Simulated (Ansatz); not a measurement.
Consider the formal hydrolysis of a B–Sn bond: `F[B](F)[SnH3]` + H₂O → `OB(F)F` + `[SnH4]`.

Isolated molecules relaxed with PBE0-D4/def2-TZVP in Ansatz; ΔE leaves out vibrations. CCSD(T)/CBS is the MP2 limit (def2-TZVPP, def2-QZVPP) plus CCSD(T) − MP2 in def2-TZVPP, frozen cores. This one scheme is used for every species. DFT in def2-TZVPP. B3LYP here is the variant with VWN-RPA as its local correlation; programs differ in this. HSE06 is defined as in plane-wave codes. def2 core potentials past Kr. For Sn outer-core shells are correlated without core-valence functions, which leaves a few kJ/mol of doubt a bond. One conformer a species, not always the lowest.

```csv
level,ΔE (kJ/mol),difference from CCSD(T)/CBS
LDA (SPW92),-144.7,-9.8
PBE-D4,-131.7,3.2
BLYP-D4,-137.4,-2.5
r2SCAN-D4,-147.3,-12.4
B97M-V,-161.1,-26.2
PBE0-D4,-139.7,-4.8
B3LYP-D4,-144.1,-9.2
r2SCANh-D4,-148.7,-13.8
r2SCAN0-D4,-150.8,-15.9
HSE06-D4,-139.7,-4.8
CAM-B3LYP-D4,-150.4,-15.5
ωB97X-V,-142.5,-7.6
ωB97M-V,-144.2,-9.3
B2PLYP,-146.6,-11.7
PBE-QIDH,-145.9,-11.0
PBE,-133.4,1.5
revPBE,-130.2,4.7
BLYP,-140.1,-5.2
r2SCAN,-147.7,-12.8
PBE0,-141.3,-6.4
B3LYP,-147.0,-12.1
r2SCANh,-149.2,-14.3
r2SCAN0,-151.4,-16.5
HSE06,-141.4,-6.5
LC-ωPBE,-143.2,-8.3
HF/def2-SVP,-187.8,-52.9
MP2/def2-SVP,-177.6,-42.7
CCSD/def2-SVP,-175.4,-40.5
CCSD(T)/def2-SVP,-173.7,-38.8
HF/def2-TZVPP,-169.1,-34.2
MP2/def2-TZVPP,-142.4,-7.5
SCS-MP2/def2-TZVPP,-145.5,-10.6
CCSD/def2-TZVPP,-146.5,-11.6
CCSD(T)/def2-TZVPP,-143.3,-8.4
HF/def2-QZVPP,-168.5,-33.6
MP2/def2-QZVPP,-137.4,-2.5
SCS-MP2/def2-QZVPP,-141.1,-6.2
HF/CBS(def2),-168.4,-33.5
MP2/CBS(def2),-134.1,0.8
CCSD/CBS(def2),-138.2,-3.3
CCSD(T)/CBS,-134.9,0
```

Largest T1 diagnostic among the species: 0.014.

Leaving LDA and LC-ωPBE aside and taking each functional with its dispersion term where it has one, the values, not all of them listed here, spread over 29.9 kJ/mol, from B97M-V to revPBE-D4. LDA lies −11.4 kJ/mol from PBE without D4. From PBE to PBE0 (25 % exact exchange), in def2-TZVPP and without D4, ΔE moves by −8.0 kJ/mol.
